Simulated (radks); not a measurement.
All-electron atom: Ge II in [Ar] 3d10 4s2 4p1.

Calculated with a radial shooting solver on a logarithmic mesh with Libxc functionals: Dirac Kohn-Sham, PBE, spin-unpolarised, spherical densities, finite nucleus; open shells are shared between the two j in proportion to 2j + 1; Fermi nuclear charge, rms radius 4.0742 fm.

Energy parts (eV):
part                       energy
total                  -57107.070
kinetic                 58317.046
electron-nucleus      -137544.970
Hartree                 24280.232
exchange-correlation    -2159.379

Orbitals (lengths in bohr, moments of r in powers of bohr; r(max) is where P^2 peaks):
| orbital | occ. | eigenvalue (eV) | r(max) | <r^2> | <r^4> | <1/r> | small-component weight |
|---|---|---|---|---|---|---|---|
| 1s1/2 | 2 | -10966.85 | 0.03073 | 0.002973 | 0.00002275 | 32.38 | 1.34e-02 |
| 2s1/2 | 2 | -1380.256 | 0.1761 | 0.05197 | 0.004690 | 7.150 | 2.59e-03 |
| 2p1/2 | 2 | -1228.702 | 0.1392 | 0.04034 | 0.003293 | 7.111 | 2.58e-03 |
| 2p3/2 | 4 | -1196.828 | 0.1421 | 0.04183 | 0.003516 | 6.917 | 2.53e-03 |
| 3s1/2 | 2 | -177.4581 | 0.5425 | 0.4495 | 0.3263 | 2.292 | 5.95e-04 |
| 3p1/2 | 2 | -127.4950 | 0.5376 | 0.4821 | 0.4045 | 2.165 | 5.44e-04 |
| 3p3/2 | 4 | -123.2189 | 0.5460 | 0.4983 | 0.4324 | 2.118 | 5.30e-04 |
| 3d3/2 | 4 | -38.6619 | 0.5021 | 0.6862 | 1.159 | 1.790 | 4.00e-04 |
| 3d5/2 | 6 | -38.0763 | 0.5049 | 0.6964 | 1.195 | 1.777 | 3.96e-04 |
| 4s1/2 | 2 | -19.8559 | 1.712 | 4.724 | 36.17 | 0.6455 | 7.08e-05 |
| 4p1/2 | 0.333333 | -11.4060 | 2.064 | 7.433 | 94.65 | 0.5120 | 4.57e-05 |
| 4p3/2 | 0.666667 | -11.1624 | 2.097 | 7.661 | 100.4 | 0.5033 | 4.44e-05 |

The highest occupied level is 4p3/2 at -11.162 eV. Summed over all electrons, <r^2> = 28.17 bohr^2, which gives a Langevin (diamagnetic) susceptibility term of -22.3 x 10^-6 cm^3/mol. The density falls to 0.001 e/bohr^3 at r = 3.94 bohr. For comparison, the ionisation energy in NIST's Atomic Spectra Database is 15.935 eV (measured). In exact Kohn-Sham theory the highest level is minus the ionisation energy, but local and semilocal functionals leave it too shallow, through self-interaction and a potential that decays too fast; potentials with the right tail come closer. The electron density at the nucleus is 3.173e+04 e/bohr^3.

Beside tabulated values, note that spin-unpolarised runs miss the spin-polarisation part of the exchange energy of open shells.
